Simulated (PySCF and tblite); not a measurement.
Results of a calculation; reference values are marked as such.
C₅H₈F₃NSi, numbered as in [CH3:1][Si:2]([CH3:3])([NH2:4])[C:5]#[C:6][C:7]([F:8])([F:9])[F:10].

Level: B3LYP-D3(BJ)/pcSseg-1 (IEF-PCM, tetrahydrofuran)//GFN2-xTB, thermal terms from GFN2-xTB, symmetry numbers and mirror pairs counted. Conformers within 3 kcal/mol (GFN2-xTB free energy) were kept, 9 at most. (PySCF 2.14, tblite 0.8.)

Rotational constants are equilibrium values for the commonest isotopes; dipoles come from the energy level named and are polarised by its solvent model.

Torsions listed: C1–Si2–N4–H4. Of a mirror pair one member is shown.

| conformer | shape | symmetry |
| --- | --- | --- |
| 1 | -172° | Cs |
| 2 | 54° | C1 (pair) |

Give the rotational constants and dipole components.


```
conformer  A (MHz)  B (MHz)  C (MHz)  abs μa (D)  abs μb (D)  abs μc (D)      κ  Ic−Ia−Ib (u Å²)
        1     2046      439      434        3.86        0.00        0.87  -0.99           -232.7
        2     2032      443      439        5.18        0.35        0.65  -1.00           -238.4
```

Which type of transition is strongest for conformer 1?

a-type, since that component is clearly the largest; the top is near-prolate.


Conformer gaps in pcSseg-1 on xTB geometries can be 2 kcal/mol off for S=O, P=O and other polar bonds.